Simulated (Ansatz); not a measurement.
The same path of H₆O₂Si₂ (10 atoms, charge 0, multiplicity 1) was run 3 times with different band settings. Lost on the way: Si1–Si2, Si1–H3. Made: Si2–H3.

Method: Ansatz, RKS BLYP/def2-SVP.

Relaxed end points:

```xyz
10
Properties=species:S:1:pos:R:3
Si -0.676 -0.159 -0.188
Si 1.587 0.514 -0.079
H -1.123 -0.408 -1.611
O -1.519 1.103 0.535
O -0.966 -1.574 0.691
H 2.014 0.732 1.344
H 1.811 1.782 -0.854
H 2.461 -0.555 -0.677
H -2.470 0.942 0.680
H -1.119 -2.376 0.159
```

```xyz
10
Properties=species:S:1:pos:R:3
Si -2.620 -1.313 1.107
Si 2.383 0.528 -0.495
H 0.950 0.093 -0.401
O -3.298 0.184 1.475
O -1.729 -0.853 -0.277
H 2.662 1.562 0.554
H 2.644 1.107 -1.853
H 3.281 -0.654 -0.281
H -3.053 0.919 0.871
H -1.219 -1.572 -0.699
```

Common settings: movable images 5; climbing image yes; spring 5.0 eV/Å²; optimiser quadratic models (default); start path through a guess of the saddle point; iteration limit 60; end points relaxed.

| run | force threshold |
| --- | --- |
| 1 | 0.03 eV/Å |
| 2 | 0.2 eV/Å |
| 3 | 0.2 eV/Å |

What does each run give, and how far can it be trusted?

Run 1: not converged after 60 iterations, highest image 0.870 eV above the first end. The band didn't meet its force threshold, so its energies are provisional: the largest band force was still 0.64 eV/Å, and over the last iterations the top moved between 0.87 and 1.02 eV. Neighbouring images lie up to 4.1 Å apart, so the band is torn or far too coarse. Inner images lie below an end point, which means an intermediate or an end that isn't the lowest structure nearby.
Run 2: converged after 23 iterations, highest image 2.251 eV above the first end. The threshold of 0.2 eV/Å is loose, so the images may lie well off the minimum-energy path. Neighbouring images differ by up to 1.6 eV, so the band resolves the path poorly. The order of the stationary point at the top wasn't checked.
Run 3: converged after 23 iterations, highest image 2.251 eV above the first end. The threshold of 0.2 eV/Å is loose, so the images may lie well off the minimum-energy path. Neighbouring images differ by up to 1.6 eV, so the band resolves the path poorly. The order of the stationary point at the top wasn't checked.
The orbitals stay closed-shell, which can raise the energy where a bond breaks towards radicals; this wasn't checked here.
